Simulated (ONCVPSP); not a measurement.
Before and after: ONCV potential for Ta (Z = 73)

```json
{
 "Element": "tantalum",
 "Generator": "ONCVPSP 4.0.1",
 "Type": "optimised norm-conserving Vanderbilt (ONCV)",
 "Functional": "PBE",
 "Relativity": "scalar-relativistic",
 "Frozen core": "[Kr] 4d10",
 "Valence charge": "27",
 "Reference configuration": "4f14 5s2 5p6 5d3 6s2",
 "Partial waves": "5s+6s: rc 1.75 bohr, ncon 4, nbas 9, qcut 8.3 1/bohr, 2 projectors; 5p: rc 1.40 bohr, ncon 4, nbas 8, qcut 5.7 1/bohr, 3 projectors, debl 0.5 Ha; 5d: rc 2.75 bohr, ncon 5, nbas 9, qcut 6.6 1/bohr, 2 projectors, debl 3.5 Ha; 4f: rc 0.85 bohr, ncon 4, nbas 9, qcut 18.5 1/bohr, 1 projector",
 "Local potential": "polynomial inside 0.75 bohr (lpopt 5, dvloc0 -1 Ha)",
 "Core correction": "Teter function, fcfact 3, rcfact 1.2"
}
```

In the p channel the program set the typed energies aside and used -1.448, 0.250, 0.750 Ha.

Change: core correction Teter function, fcfact 3, rcfact 2.04.

Cutoffs: the cutoffs (Ha) at which the residual kinetic energy of the hardest occupied pseudo-wave falls to 1 and 0.1 mHa per electron; they do not see the model core or the augmentation charge, which bear on the density cutoff. Errors are all-electron minus pseudo energies relative to the spin-unpolarised reference configuration.

Task: What does the change do?

Result: The potential gets neither clearly harder nor softer (160 Ha and 266 Ha → 160 Ha and 266 Ha); both files keep a bound ghost (s); of the 4 tests that both files solve, the error grows in 3 and shrinks in 0 by more than 15 % and 0.3 meV (median size 10.6 → 27.9 meV). A model core, the more so a compact one, raises the density cutoff, which this test does not measure.

```csv
quantity,base,changed
"cutoff, loose",160 Ha,160 Ha
"cutoff, tight",266 Ha,266 Ha
bound ghosts,s,s
GHOST(+) flags under 300 eV,p at 176.8 eV,p at 176.8 eV
"error for 4f14 5s2 5p6 5d3 6s1, meV [ΔE 8.47 eV]",-3.4,-5.0
"error for 4f14 5s2 5p6 5d3 6s0, meV [ΔE 23.44 eV]",-10,-20
"error for 4f14 5s2 5p6 5d2 6s0, meV [ΔE 47.04 eV]",-11,-36
"error for 4f13 5s2 5p6 5d4 6s2, meV [ΔE 24.82 eV]",-218,-244
s: phases at 1.78 bohr within 0.05 rad from the reference energy up to (Ha; the scan ends near 5),to the end of the scan,to the end of the scan
p: phases at 1.42 bohr within 0.05 rad from the reference energy up to (Ha; the scan ends near 5),to the end of the scan,to the end of the scan
d: phases at 2.78 bohr within 0.05 rad from the reference energy up to (Ha; the scan ends near 5),to the end of the scan,to the end of the scan
f: phases at 0.86 bohr within 0.05 rad from the reference energy up to (Ha; the scan ends near 5),4.4,4.4
"rms error of d²Exc/dni dnj with the model core, mHa",2.88,4.41
```

 A true bound ghost makes a file unfit for plane-wave use even where its test errors are small: the radial tests pick states by their node count and pass the ghost by.
